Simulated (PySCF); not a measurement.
**MF cations for M along the second period**

HF with double-zeta basis sets in PySCF, for the lowest determinant that a PBE0 search found; no spin–orbit coupling. De refers to high-spin ground-configuration atoms (the charge goes to the atom of lower measured ionisation energy or higher electron affinity, which is not always the lowest computed limit). A positive dipole points towards F; it is taken about the centre of mass and depends on that origin.

| M | basis | reference | charged atom | state (unpaired electrons) | Re (Å) | ωe (cm⁻¹) | De (eV) | μ (D) |
| --- | --- | --- | --- | --- | --- | --- | --- | --- |
| Li | cc-pVDZ | UHF | Li+ | doublet (π ↑) | 2.110 | 267 | 0.32 | -7.03 |
| Be | cc-pVDZ | RHF | Be+ | singlet (closed shell) | 1.354 | 1420 | 3.50 | -8.43 |
| B | aug-pcseg-1 | UHF | B+ | doublet (σ ↑) | 1.208 | 1750 | 3.88 | -3.75 |
| C | aug-cc-pVDZ | RHF | C+ | singlet (closed shell) | 1.141 | 1912 | 5.11 | -1.29 |
| F | jorge-DZP-DKH | UHF | F+ | doublet (π ↑) | 1.217 | 1517 | -1.60 | n/a |

The shortest bond is that of CF⁺ (1.141 Å), the longest that of LiF⁺ (2.110 Å). CF⁺ is bound most strongly (5.11 eV) and F₂⁺ least (-1.60 eV).

The rows differ in basis set, which adds steps of its own.

The state changes along the series, so neighbouring rows are not always alike in their bonding.

For an ion De counts to the pair picked by the measured ionisation energies or electron affinities, which need not be the lowest pair at this level. Where the molecule has an RHF reference, its open-shell atoms are computed with UHF. Hartree–Fock leaves out correlation, which carries a large part of most bond energies and some tenths to 1 eV of ionisation energies. A negative De means that the minimum lies above the separated atoms at that level. States were picked by a PBE0 search and need not be the measured ground states.
